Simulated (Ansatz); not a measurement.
C2H2Si, SMILES `C#C[SiH]` (excited triplet) (charge 0, multiplicity 3). This triplet is an excited state, 1.05 eV above the relaxed singlet at the level B3LYP/cc-pVTZ // PBE0-D3(BJ)/def2-TZVP (Ansatz, an electronic-structure program).

Cartesian coordinates (Å):
SMILES: [SiH]C#C
```xyz
5

C      1.3431     0.2039    -0.1975
C      0.2260    -0.1171     0.1593
Si    -1.3423    -0.7264     0.7306
H      2.3147     0.5039    -0.5171
H     -2.5414     0.1358     0.5776
```
Charge 0, spin multiplicity 3.

Frozen-core energies in cc-pVDZ from Ansatz at a geometry from PBE0-D3(BJ)/def2-TZVP; the HF reference has <S^2> = 2.20 and the T1 diagnostic is 0.040.

| level | energy (Ha) | difference from CCSDT(Q) (mHa) |
|---|---|---|
| HF | -365.70593 | 350.88 |
| MP2 | -366.00087 | 55.94 |
| CCSD | -366.03983 | 16.98 |
| CCSD(T) | -366.05410 | 2.71 |
| CCSDT | -366.05546 | 1.34 |
| CCSDT(Q) | -366.05681 | 0.00 |
